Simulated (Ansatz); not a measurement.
```xyz
27

C    -0.709   -2.346    1.188
C    -0.298   -0.999    1.760
N     0.514   -0.188    0.877
C     1.843   -0.679    0.567
C     1.958   -1.316   -0.809
Ti   -0.248    1.423    0.342
Cl   -0.443    2.723    2.173
O     0.859    2.130   -0.843
C     1.102    2.788   -2.045
O    -1.871    1.144   -0.319
C    -3.114    0.552   -0.494
H    -1.245   -2.219    0.244
H     0.159   -2.982    1.001
H    -1.361   -2.873    1.889
H     0.238   -1.145    2.709
H    -1.200   -0.430    2.022
H     2.142   -1.397    1.341
H     2.554    0.152    0.631
H     1.288   -2.171   -0.914
H     1.701   -0.589   -1.582
H     2.981   -1.657   -0.989
H     1.377    3.830   -1.853
H     0.218    2.771   -2.691
H     1.930    2.302   -2.572
H    -3.103   -0.495   -0.169
H    -3.401    0.583   -1.550
H    -3.871    1.089    0.087
```

The species carries charge 0 and has multiplicity 1.

(1) List the PBE0/def2-TZVPP orbital energies in eV (the Gaussian-basis code of Ansatz). (Estimate.)

## Answers

(1) Ansatz gave: Occupied: -4874.76, -2765.99, -545.16, -522.85, -522.72, -454.84, -454.79, -454.78, -391.17, -279.53, -279.51, -279.13, -278.99, -278.05, -277.91, -257.85, -196.08, -196.03, -196.02, -66.40, -42.14, -41.89, -41.74, -27.91, -27.74, -25.16, -21.59, -21.22, -20.14, -18.94, -18.86, -17.80, -16.20, -13.85, -13.32, -13.21, -13.13, -12.88, -12.81, -12.73, -12.64, -12.44, -11.85, -11.16, -11.05, -10.68, -10.26, -9.61, -9.38, -9.13, -8.99, -8.90, -8.60, -8.34, -8.27, -7.95, -6.57. Lowest empty: -1.11, -0.90, -0.45, -0.25, 0.10, 0.42, 1.37, 1.57.
